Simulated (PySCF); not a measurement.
B(H)2(iPr), C3H9B, SMILES C(C)(C)B (CAM-B3LYP/def2-SVP optimised geometry):

```
13

B      0.796    -1.221     0.000
H      2.006    -1.221     0.000
H      0.219    -2.277    -0.114
C      0.007     0.116     0.000
C      0.727     1.340     0.567
C     -1.461     0.047     0.428
H      0.022     0.209    -1.120
H      0.207     2.277     0.307
H      0.772     1.291     1.667
H      1.761     1.412     0.200
H     -1.983    -0.801    -0.038
H     -2.006     0.969     0.167
H     -1.541    -0.077     1.520
```

Level of theory: CAM-B3LYP/def2-TZVP run with PySCF 2.14.0.

Question: What are the frontier orbital energies and the dipole moment?

Answer: HOMO-2 -11.15 eV, HOMO-1 -10.41 eV, HOMO -9.77 eV, LUMO -0.15 eV, LUMO+1 1.86 eV; dipole moment 0.64 D.

On the same geometry PBE/def2-TZVP in PySCF 2.14.0 gives HOMO-2 -8.33 eV, HOMO-1 -7.55 eV, HOMO -7.01 eV, LUMO -2.23 eV, LUMO+1 0.36 eV; dipole moment 0.75 D.

Meta-Löwdin charges at CAM-B3LYP/def2-TZVP: B1 0.03, H2 0.00, H3 0.00, C4 -0.15, C5 -0.32, C6 -0.32, H7 0.13, H8 0.10, H9 0.10, H10 0.11, H11 0.11, H12 0.10, H13 0.10.
